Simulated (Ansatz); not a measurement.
The cluster Be₉O₉, relaxed as a singlet with RKS r2SCAN-D4/def2-SVP in Ansatz, starting from the GFN1-xTB geometry. Force threshold 0.03 eV/Å.

The structure comes from a short search, and lower isomers may exist.

Start:

| atom | x (Å) | y (Å) | z (Å) |
| --- | --- | --- | --- |
| Be1 | 2.0120 | 2.7203 | -2.3077 |
| Be2 | 3.2885 | 2.3952 | 0.1474 |
| Be3 | 3.0317 | 0.9417 | 2.5144 |
| Be4 | -2.8304 | -2.7047 | 1.1491 |
| Be5 | 1.3712 | -0.9408 | 3.7286 |
| Be6 | -0.9528 | -2.3781 | 3.1858 |
| Be7 | -2.3261 | -0.0240 | -3.3196 |
| Be8 | -3.3857 | -1.7628 | -1.4134 |
| Be9 | -0.2060 | 1.7494 | -3.6844 |
| O10 | 2.3629 | 0.0017 | 3.3435 |
| O11 | -2.0255 | -2.7251 | 2.3207 |
| O12 | 0.9663 | 2.4020 | -3.2162 |
| O13 | 3.3834 | 1.7901 | 1.4298 |
| O14 | -3.3417 | -2.3927 | -0.1397 |
| O15 | -3.0603 | -0.9556 | -2.5369 |
| O16 | -1.3564 | 0.9179 | -3.7580 |
| O17 | 2.8447 | 2.7465 | -1.1566 |
| O18 | 0.2244 | -1.7810 | 3.7133 |

(1) Estimate the energy that the relaxation releases and the steps that it takes.

(2) Does the start keep its bonding and symmetry?

(3) Predict the relaxed structure.

Results:

(1) 9.8 kcal/mol, in 4 steps; 21 s on 4 threads of Arm Neoverse V1 on a shared host. No frequencies were taken in this run, so the end may be a saddle point.

(2) By distances, no bond broke or formed. The bond that changes most is Be3–O10, from 1.42 to 1.43 Å (atoms count from 1). Point group Cs at the start, D9h at the end, both within 0.05 Å.

(3) 
```
atom    x (Å)    y (Å)    z (Å)
 Be1   1.9769   2.6596  -2.2630
 Be2   3.2392   2.3479   0.1478
 Be3   2.9902   0.9345   2.4832
 Be4  -2.7814  -2.6572   1.1280
 Be5   1.3453  -0.9152   3.6596
 Be6  -0.9363  -2.3335   3.1265
 Be7  -2.3028  -0.0163  -3.2699
 Be8  -3.3185  -1.7417  -1.3978
 Be9  -0.2126   1.7218  -3.6144
 O10   2.3976   0.0105   3.3941
 O11  -2.0565  -2.7588   2.3524
 O12   0.9758   2.4224  -3.2512
 O13   3.4415   1.8142   1.4550
 O14  -3.3736  -2.4302  -0.1497
 O15  -3.1063  -0.9715  -2.5795
 O16  -1.3906   0.9406  -3.8058
 O17   2.8840   2.7702  -1.1676
 O18   0.2281  -1.7974   3.7522
```
Bond lengths (bridged metal pairs left out): 18 × Be–O 1.43 Å.
